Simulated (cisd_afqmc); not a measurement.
Input (AFQMC/CISD/def2-SVP; cisd_afqmc is a phaseless AFQMC code with CISD trial states that reads the integrals written by Ansatz):

Ansatz 0.2 input:
```python
import cisd_afqmc

open("ham.yaml", "w").write("""\
crystal:
  periodic: [false, false, false]
  atoms:
    - {symbol: In, position_ang: [-0.00000000, -0.00000000, -0.62875443]}
    - {symbol: Cl, position_ang: [0.00000000, 0.00000000, 1.81229218]}
basis:
  gaussian:
    orbitals: def2-SVP
magnetization: {spin_polarized: false}
correlation: {method: ccsd, electrons: outside_noble_gas, hamiltonian_folder: ham}
""")
rep = cisd_afqmc.ansatz("ham.yaml")
e_ccsd = rep["correlation"]["coupled_cluster"]["energy"]["hartree"]
out = cisd_afqmc.run("ham", e_ccsd, trial="CISD", walkers=200, populations=8, threads=8, dt=0.005, steps=40, early=36, settle=10, least=32,
    cut=5e-5, rank_cut=2e-4, target=0.0004, seconds=1500, seed=1, memory=17280, gpu=False)
```

Output:

```
orbitals 30, occupied [5], factors 163 of 497, rank of the doubles 61 of 125
E(HF) = -648.647864
E(CCSD) on the cut factors = -648.837409, shift to the whole factors -0.000002
Energy of the trial state on the determinant = -648.837451
  tau behind 10.8 of longer steps, mean of the populations' last blocks
   2.0  -648.84186
   4.0  -648.84262
   6.0  -648.84248
   8.0  -648.84218
blocks 380 (0 outliers left out), error by blocks joined: 1: 0.00008, 2: 0.00010, 4: 0.00013, 8: 0.00015, 16: 0.00015
E(AFQMC/CISD) = -648.84237 +/- 0.00015
```
